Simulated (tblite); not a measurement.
C₆H₆N (doublet state).
SMILES with atom numbers: `[N:1]#[C:2]/[CH:3]=[C:4]\[CH:5]1[CH2:6][CH2:7]1` (hydrogens: H8 on C3; H9 on C5; H10, H11 on C6; H12, H13 on C7)

The geometry is computed with GFN2-xTB (gas phase). This method treats the open shell by occupation alone, without spin polarisation.

Q: List the bond lengths, angles and torsions at this level.

A: 
| bond | length (Å) |
| --- | --- |
| N1≡C2 | 1.147 |
| C2–C3 | 1.416 |
| C3=C4 | 1.310 |
| C4–C5 | 1.416 |
| C5–C6 | 1.513 |
| C6–C7 | 1.488 |
| C5–C7 | 1.533 |
| C3–H8 | 1.084 |
| C5–H9 | 1.085 |
| C6–H10, C7–H12 | 1.079 |
| C6–H11, C7–H13 | 1.079 |

Bonds in one row agree within 0.01 Å and their mean is given. A selection of angles:
| angle | degrees |
| --- | --- |
| N1–C2–C3 | 177.8 |
| C2–C3–C4 | 121.8 |
| C2–C3–H8 | 115.3 |
| C4–C3–H8 | 122.9 |
| C3–C4–C5 | 144.9 |
| C4–C5–C6 | 119.7 |
| C4–C5–C7 | 121.9 |
| C4–C5–H9 | 113.8 |
| C6–C5–C7 | 58.5 |
| C6–C5–H9 | 116.1 |
| C5–C6–C7 | 61.4 |
| C5–C6–H10 | 117.3 |
| C5–C6–H11 | 117.5 |
| C7–C6–H10 | 117.9 |
| C7–C6–H11 | 119.0 |
| H10–C6–H11 | 114.0 |
| C6–C7–H12 | 118.7 |
| C5–C7–C6 | 60.1 |

Dihedral angles: C2–C3–C4–C5 -7° (synperiplanar); C3–C4–C5–C6 -89° (synclinal); C4–C5–C6–C7 111° (anticlinal); C4–C5–C7–C6 -108° (anticlinal). The mirror-image conformer, all signs reversed, is as good.

The C–C distances run from 1.310 Å (C3=C4, drawn double) to 1.533 Å (C5–C7, drawn single), a spread of 0.223 Å. The 3-membered ring C5–C6–C7 has internal angles of 58.5° to 61.4°. C3 (carbon bonded to 2 C and H) is planar (angles 122.9°, 121.8° and 115.3°, sum 360.0°, 0.01 Å off the plane of its three neighbours). Of the pairs four or more bonds apart, C2···H12 is among the closest relative to their van der Waals radii: 2.81 Å, 97 % of the sum of Bondi's values.

Point group: C1 (no symmetry element, even within 0.4 Å). Its GFN2-xTB frequencies are all real (lowest 39 cm⁻¹). 3 starts were optimised and ended at 0.00, 0.69 and 3.04 kcal/mol (GFN2-xTB); the lowest of these is shown.
